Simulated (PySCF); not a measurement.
CCl, SMILES Cl[C] (connectivity only; charge and spin as stated), neutral, multiplicity 2.

Geometry optimised at PBE-D3(BJ)/def2-TZVPD.

All values below come from PBE-D3(BJ)/def2-TZVPD (PySCF).

Frequencies are harmonic and unscaled.

List the normal modes with their intensities. (The exact figures need the calculation; the answer reports its results.)


| mode | ν (cm⁻¹) | IR (km/mol) | moving atoms (share of kinetic energy) |
|---|---|---|---|
| 1 | 853 | 108.2 | C 75 %, Cl 25 % |
